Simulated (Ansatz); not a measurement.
AsH₄N (`N[AsH2]`). The species carries charge 0 and has multiplicity 1. Correlated methods include outer-core shells of As, which these sets cover unevenly. Scalar relativity is left out up to krypton.

Cartesian coordinates in Å:
```
N 0.580 -0.706 0.286
As -1.010 0.031 -0.319
H 1.343 -0.050 0.376
H 0.441 -1.171 1.172
H -0.479 0.417 -1.694
H -0.876 1.478 0.178
```

Problem. Give the diagnostics of a CCSD(T)/def2-TZVPP run (frozen core, the Gaussian-basis code of Ansatz). (An estimate is asked.)

Solution. The calculation gave: T1 = 0.0106, largest single amplitude 0.017, largest double 0.043, (T) share of the correlation energy 3.5 %, 9 CCSD cycles. The RHF solution is stable towards an unrestricted one. T1 lies under the customary mark of 0.02 for closed shells.
